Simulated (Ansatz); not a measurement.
Species: SiS, charge -1, doublet. SiS- (parent SMILES [Si]=S, doublet).
B3LYP-D3(BJ)/def2-TZVP minimum from Ansatz (a quantum-chemistry and plane-wave program):
```xyz
2

Si     0.0000     0.0000    -1.0889
S      0.0000     0.0000     0.9528
```
Charge -1, spin multiplicity 2.

Total energies in aug-cc-pV(T+d)Z, 11 correlated electrons, 10 frozen orbitals. UHF or UKS for unpaired electrons; spin-orbit terms are left out. Correlated methods leave the cores frozen. No relativity. The spin of SSi- (parent SMILES [Si]=S, doublet) was assumed, and the state is the lowest solution found for it.

```
method    program  energy (Eh)  minus CCSDT(Q) (mEh)
--------  -------  -----------  --------------------
HF         Ansatz   -686.51699                317.53
MP2        Ansatz   -686.78860                 45.92
CCSD       Ansatz   -686.81292                 21.60
CCSD(T)    Ansatz   -686.83186                  2.66
CCSDT(Q)   Ansatz   -686.83452                  0.00
```

Rough core times of Ansatz's runs on a shared machine: CCSD(T) 80 s, CCSDT(Q) 20 min.
